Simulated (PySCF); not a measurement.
C2H4FNOSi, SMILES C[Si@@H](F)OC#N. Atoms are numbered in the order given.

```xyz
10

C     -2.2453     0.2600     0.5300
Si    -0.4885    -0.2762     0.5807
F     -0.3288    -1.8027     0.0820
O      0.3105     0.6937    -0.5747
C      1.5709     0.8378    -0.7424
N      2.7081     0.9961    -0.9153
H     -2.8589    -0.3570     1.2035
H     -2.6416     0.1607    -0.4919
H     -2.3369     1.3121     0.8392
H      0.2407    -0.1347     1.8598
```
Charge 0, spin multiplicity 1.

Geometry optimised at PBE0-D3(BJ)/def2-SVP. The structure was generated by enumeration; whether it is a known compound was not checked. Other conformers were not sampled.

Computed with PBE/def2-TZVP (PySCF).

Isolated molecule, no solvent.

Problem. Estimate the frontier levels, gap, dipole moment and polarisability. (An estimate is asked for; the answer gives what the named calculation found.)

Solution. 
```yaml
highest_occupied_level: -7.34 eV
lowest_empty_level: -0.87 eV
orbital_gap: 6.47 eV
dipole_moment: 5.67 D
quadrupole, principal values (traceless, Buckingham form, about the centre of nuclear charge): -11.70, 4.41, 7.29 D·Å
mean_static_polarisability: 55.6 bohr³ (8.23 Å³)
polarisability_principal_values: 44.2, 46.7, 75.8 bohr³
```
